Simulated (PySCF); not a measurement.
# From a computed spectrum to the compound

A species of 5 atoms with charge 1 has these harmonic modes (PBE0, small Gaussian bases with core potentials, PySCF 2.14.0):

```tsv
cm⁻¹	km/mol	symmetry
65	0.6	a
128	0.3	a
210	62.5	b
315	6.8	a
342	11.4	b
386	99.9	b
394	7.9	a
2659	0.0	a
2659	30.0	b
```

Question: Which species is it, and in which structure?

Answer: [Eu(SH)2]+ (singlet in the valence; each metal's 4f electrons, 6 of them, lie in its core potential, out of spins and levels):
```xyz
5

Eu    0.0000    0.0000   -0.4864
S     1.8950   -0.0872    1.1562
H     2.8749   -0.2269    0.2243
S    -1.8950    0.0872    1.1562
H    -2.8749    0.2269    0.2243
```
Ideal gas at 298.15 K and 1 bar: S = 360.5 J/(mol K), Cp = 83.2 J/(mol K), H − H(0 K) = 19.0 kJ/mol (rigid rotor, harmonic modes, spin degeneracy alone, that of the 4f electrons in the core included). An lcecp potential fixes the number of 4f electrons, so in runs with it no electron can move into or out of that shell.
 This is one of several that fit.
